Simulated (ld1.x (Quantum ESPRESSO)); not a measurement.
# Before and after: RRKJ potential for hydrogen

* Element: H
* Generator: ld1.x (Quantum ESPRESSO) 7.5
* Type: norm-conserving RRKJ (Kleinman–Bylander form)
* Functional: BLYP
* Relativity: scalar-relativistic
* Frozen core: none
* Valence charge: 1
* Reference configuration: 1s1
* Partial waves: 2p channel at 0.25 Ry: rc 0.90 bohr; 1s (bound): rc 0.85 bohr
* Local potential: the s channel
* Core correction: none

Change: type ultrasoft; waves now 1s (bound): rcut 0.75, rcutus 0.85 bohr; 1s channel at 4.6 Ry: rcut 0.75, rcutus 0.85 bohr; 2p channel at 0.25 Ry: rcut 0.80, rcutus 0.90 bohr; 2p channel at 1.25 Ry: rcut 0.80, rcutus 0.90 bohr; local potential all-electron potential smoothed inside 0.65 bohr (lloc = -1); augmentation built from norm-conserving waves at rcut, not smoothed further.

Cutoffs: the cutoffs (Ry, on a coarse ladder) from which the occupation-weighted sum of valence levels, in a spherical-Bessel basis at the reference potential, stays within 10 and 1 mRy of its value at 400 Ry; they do not see the model core or the augmentation charge, which bear on the density cutoff. Errors are all-electron minus pseudo energies relative to the spin-unpolarised reference configuration.

Task: How do hardness, ghosts and transferability respond?

Result: The potential gets softer (30 Ry and 60 Ry → 25 Ry and 45 Ry); neither file shows a bound ghost. Several settings change at once here, so the effects cannot be laid on one of them.

```csv
quantity,base,changed
"cutoff, loose",30 Ry,25 Ry
"cutoff, tight",60 Ry,45 Ry
bound ghosts,none,none
"error for 1s0.5, meV [ΔE 4.78 eV]",-9.3,-9.4
s: phases at 0.99 bohr within 0.05 rad from the reference energy up to (Ry; the scan ends near 5),to the end of the scan,to the end of the scan
p: phases at 0.99 bohr within 0.05 rad from the reference energy up to (Ry; the scan ends near 5),to the end of the scan,to the end of the scan
```
